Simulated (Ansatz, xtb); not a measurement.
Stretching the Mg1–H2 bond in MgH (multiplicity 2 held). Energies count from the point at 1.743 Å.


Unrestricted levels (U-) break spin symmetry where that is lower. Active spaces are followed from rest. Full CI gives the lowest state of the spin. Curves can end on different states.

Correlated levels freeze the cores.

Programs: Ansatz (a first-principles code) with Gaussian orbitals; xtb for the GFN methods.  The GFN methods have no spin term and hold the electronic entropy of 300 K.

```json
[
 {"level": "GFN2-xTB", "energy at R = 6.971 Å (eV)": "2.842"},
 {"level": "U-HF/def2-SVP", "energy at R = 6.971 Å (eV)": "1.155"},
 {"level": "U-SCS-MP2/def2-SVP", "energy at R = 6.971 Å (eV)": "1.275"},
 {"level": "U-CCSD/def2-SVP", "energy at R = 6.971 Å (eV)": "1.213"},
 {"level": "CASSCF(3,5)/def2-SVP", "energy at R = 6.971 Å (eV)": "0.977"},
 {"level": "FIC-NEVPT4(SD) on CASSCF(3,5)/def2-SVP", "energy at R = 6.971 Å (eV)": "?"},
 {"level": "FIC-MRCISD on CASSCF(3,5)/def2-SVP", "energy at R = 6.971 Å (eV)": "1.212"},
 {"level": "FIC-MRCISD+Q on CASSCF(3,5)/def2-SVP", "energy at R = 6.971 Å (eV)": "1.216"},
 {"level": "FCI/def2-SVP", "energy at R = 6.971 Å (eV)": "1.229"}
]
```

**Question.** Fill in the missing entries.

**Answer.** 
- FIC-NEVPT4(SD) on CASSCF(3,5)/def2-SVP, energy at R = 6.971 Å (eV): 1.183
